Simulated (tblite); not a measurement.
A tight-binding relaxation on `FB(F)[C@@H](C)/C=C/C=C/Cl`.

Computed with GFN2-xTB geometry optimisation, gas phase (tblite 0.8.0). Start geometry: from a force field or distance geometry. The input is one job of a driver script: a line of settings, then coordinates in Å.

Command:
```bash
OMP_NUM_THREADS=1 python probes_run.py task.json out
```

Input:
```
{"job": {"kind": "relax", "xc": "GFN2-xTB", "basis": "xTB"}, "charge": 0, "multiplicity": 1}
C     -2.409600    -1.046000    -0.461000
C     -1.354900    -0.248100     0.291000
C     -0.041900    -0.244500    -0.459000
C      1.108100     0.043200     0.132900
C      2.371500     0.046400    -0.605000
C      3.522400     0.325500    -0.014500
Cl     5.023500     0.339500    -0.930900
B     -1.842200     1.250700     0.560600
F     -2.123900     2.117200    -0.558700
F     -1.980800     1.743000     1.910700
H     -2.077800    -2.090000    -0.618700
H     -2.628200    -0.587800    -1.450500
H     -3.368400    -1.075800     0.134300
H     -1.190400    -0.749300     1.281600
H     -0.064400    -0.451300    -1.523100
H      1.117800     0.257900     1.215500
H      2.367200    -0.168700    -1.670600
H      3.563400     0.544500     1.047200
```

Output:
```
step      E/eV     max force
  0    -876.18738    3.627
  1    -876.62298    2.358
  2    -876.74962    3.130
  3    -876.85104    0.844
  4    -876.88101    0.393
  5    -876.90200    0.237
  6    -876.90518    0.151
  7    -876.91008    0.184
  8    -876.91156    0.167
  9    -876.91291    0.088
... (101 lines left out)
111    -876.95182    0.016
112    -876.95187    0.018
113    -876.95192    0.017
114    -876.95199    0.020
115    -876.95208    0.024
116    -876.95215    0.022
117    -876.95219    0.018
118    -876.95222    0.014
119    -876.95227    0.012
120    -876.95229    0.009
```

«max force» is the largest atomic force in eV/Å.

Question: From which step on does the largest force stay under 0.1 eV/Å, and how much energy is left to gain from there?

Answer: From step 58 (0.043 eV/Å), 6.0 meV above the end.

Summary of the converged run: energy lowered by 17.6 kcal/mol over 120 steps; largest atomic force 0.009 eV/Å at the end.

Question: Give the final coordinates.

Answer: 0.331 Å rms from the input after alignment:
```
atom  x, y, z in Å
C1    -2.3311   -1.1391   -0.4198
C2    -1.3926   -0.1782    0.3230
C3    -0.0885   -0.0396   -0.4186
C4     1.1136   -0.0126    0.1606
C5     2.3444    0.1198   -0.5766
C6     3.5389    0.1461    0.0130
Cl7    5.0048    0.2997   -0.8627
B8    -1.9550    1.3061    0.4348
F9    -2.6972    1.8704   -0.4940
F10   -1.6494    2.1056    1.4362
H11   -1.8504   -2.1058   -0.5490
H12   -2.5854   -0.7407   -1.3986
H13   -3.2512   -1.2797    0.1412
H14   -1.1787   -0.5735    1.3202
H15   -0.1756    0.0559   -1.4925
H16    1.2007   -0.0982    1.2354
H17    2.2690    0.1955   -1.6520
H18    3.6751    0.0745    1.0810
```

On Arm Neoverse V2, one thread (shared host), this took 0.86 s wall.
Labels such as C1 count atoms from 1, the log's own numbers from 0.
